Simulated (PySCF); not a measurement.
[W3]+ at several levels of theory

Computed with PySCF 2.14.0 (density fitting, no spin-orbit coupling) at the geometry relaxed with BP86:

```xyz
3
[W3]+ (quartet; a saddle point, relaxed within its symmetry)
W     0.0000    0.0000    2.3227
W     0.0000    0.0000    0.0000
W     0.0000    0.0000   -2.3227
```

| level | basis | state | HOMO (eV) | gap (eV) | charge on W1 (e) | dipole about the centre of mass (D) | largest force component (eV/Å) |
| --- | --- | --- | --- | --- | --- | --- | --- |
| BP86 | W def2-SVP with ECP60 | quartet | -9.55 | -0.45 | 0.66 | 0.00 | 0.00 |

HOMO and gap are taken over both spins. Charges are Mulliken's, which hang on the basis. The relaxation used the grid (50, 194), these runs (75, 302) or, all-electron (x2c bases, spin-free X2C Hamiltonian), (99, 590).

**Question.** Order these levels, in the first row's basis, by the HOMO–LUMO gap they give here, smallest first.
A. TPSS
B. B3LYP
C. CAM-B3LYP
D. M06-L

**Answer.** D (-0.70 eV), A (0.10 eV), B (0.44 eV), C (2.23 eV).

**Question.** And their other results?

**Answer.** 
```
    level    state  HOMO (eV)  gap (eV)  charge on W1 (e)  dipole about the centre of mass (D)  largest force component (eV/Å)
    B3LYP  quartet      -9.86      0.44              0.65                                 0.01                            0.23
     TPSS  quartet      -9.21      0.10              0.78                                 0.33                            0.79
    M06-L  quartet      -9.17     -0.70              0.57                                 0.03                            0.74
CAM-B3LYP  quartet     -10.76      2.23              0.72                                 0.00                            0.29
```

The relaxed state isn't the lowest spin state tried at its geometry. The relaxed state is spin-contaminated (spin squared 5.65 against 3.75). Open shells may have lower solutions than the one found.

A gap near or under zero over both spins lies within a partly filled shell and is no excitation energy.

Some runs are spin-contaminated.
